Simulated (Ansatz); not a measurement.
Two isomers of CH6S2Si: A = `CSS[SiH3]`, B = `CS[SiH2]S`.

Isolated molecules relaxed with PBE0-D4/def2-TZVP in Ansatz; ΔE leaves out vibrations. CCSD(T)/CBS adds triple-zeta CCSD(T) − MP2 to the extrapolated MP2 energy (def2 sets, frozen cores). DFT in def2-TZVPP. B3LYP here is the variant with VWN-RPA as its local correlation; programs differ in this. Each species was taken in one conformer, which may not be the lowest.

(1) Which isomer does CCSD(T)/CBS put lower? Give the gap. (An estimate is asked.)

(2) Give E(B) − E(A) in kcal/mol with BLYP-D4, PBE-D4, B3LYP, ωB97M-V, r2SCAN-D4, MP2/def2-TZVPP, HF/def2-TZVPP. (Estimate.)

(3) Does the order hold for the free energy at 298.15 K (harmonic terms from PBE0-D4)? (An estimate is asked.)

Largest T1 diagnostic: 0.012.

Results:

(1) Ansatz gave: B, by 21.8 kcal/mol.

(2) The calculation gave: BLYP-D4 -19.2, PBE-D4 -20.1, B3LYP -20.5, ωB97M-V -21.7, r2SCAN-D4 -21.7, MP2/def2-TZVPP -22.9, HF/def2-TZVPP -22.6. None reverses the order clearly.

(3) The calculation gave: Yes: G(B) − G(A) = -21.6 kcal/mol, for one conformer each.

Leaving LDA and LC-ωPBE aside and taking each functional with its dispersion term where it has one, the values, not all of them listed here, spread over 3.4 kcal/mol, from PBE-QIDH to BLYP-D4. From PBE to PBE0 (25 % exact exchange), in def2-TZVPP and without D4, E(B) − E(A) moves by −1.3 kcal/mol.
